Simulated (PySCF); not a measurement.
A calculated (M06-2X, PySCF 2.14, jorge-DZP-DKH, scalar relativity by spin-free X2C-1e) atom or ion has these occupied shells.

```tsv
shell	electrons	orbital energy (eV)	rms radius, mean of both spins (bohr)
1s α	1	-11832.6	0.0525
1s β	1	-11832.5	0.0525
2s α	1	-1534.6	0.220
2s β	1	-1534.5	0.220
2p α	3	-1349.4	0.196
2p β	3	-1349.2	0.196
3s α	1	-214.97	0.642
3s β	1	-214.76	0.642
3p α	3	-156.87	0.667
3p β	3	-156.60	0.667
3d α	5	-59.043	0.746
3d β	5	-58.883	0.746
4s α	1	-27.022	2.06
4s β	1	-23.444	2.06
4p α	2	-16.250	2.51
```

**Question.** Name the element and its charge.

**Answer.** As⁺ (arsenic, charge +1), in [Ar] 3d10 4s2 4p2, high-spin 3P determinant.
